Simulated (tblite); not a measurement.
Give a GFN2-xTB geometry of `FC(F)[C@]1(F)[SiH2][Si@H]([SiH2]1)F`.

```xyz
15
C2H6F4Si3 angstrom
F     -1.434   -1.230    1.013
C     -1.829   -0.120    0.321
F     -2.350    0.711    1.261
C     -0.642    0.460   -0.403
F     -1.161    1.374   -1.330
Si     0.376   -0.983   -1.283
Si     1.986   -0.593    0.373
F      3.458   -0.246   -0.225
Si     0.654    1.284    0.836
H     -2.652   -0.409   -0.349
H      0.590   -0.530   -2.659
H     -0.431   -2.202   -1.362
H      2.366   -1.598    1.362
H      0.080    1.501    2.163
H      0.985    2.589    0.260
```

Any rigid rotation of these coordinates is as good. Atoms count from 1 in this order. Si7 (fluorine-bound silicon) has angles from 83.3° to 124.4°. Of the pairs four or more bonds apart, F1···Si7 is among the closest relative to their van der Waals radii: 3.54 Å, 99 % of the sum of Bondi's values. The C–F distances run from 1.359 Å (C2–F3, drawn single) to 1.401 Å (C4–F5, drawn single), a spread of 0.042 Å. Si6 (SiH2 silicon) has angles from 85.3° to 123.8°.

Bonds between heavy atoms (Å): F1–C2 1.366, C2–F3 1.359, C2–C4 1.506, C4–F5 1.401, C4–Si6 1.972, Si6–Si7 2.342, Si7–F8 1.627, Si7–Si9 2.347, C4–Si9 1.974.

The geometry is computed with GFN2-xTB (gas phase).

Point group: C1 (no symmetry element, even within 0.4 Å). Its GFN2-xTB frequencies are all real (lowest 32 cm⁻¹). The numbers are those of one conformer (F1–C2–C4–F5 166°, C2–C4–Si6–Si7 -108°, C4–Si6–Si7–F8 -124°, Si6–Si7–Si9–C4 10°, C2–C4–Si9–Si7 107°). 3 starts were optimised and ended at 0.00, 0.00 and 4.63 kcal/mol (GFN2-xTB); the lowest of these is shown.

Time: 1.5 s. Hardware: an Arm Neoverse N1 with one thread, shared host with 64 logical CPUs at a one-minute load of 62. That covers the optimisation of the geometry.
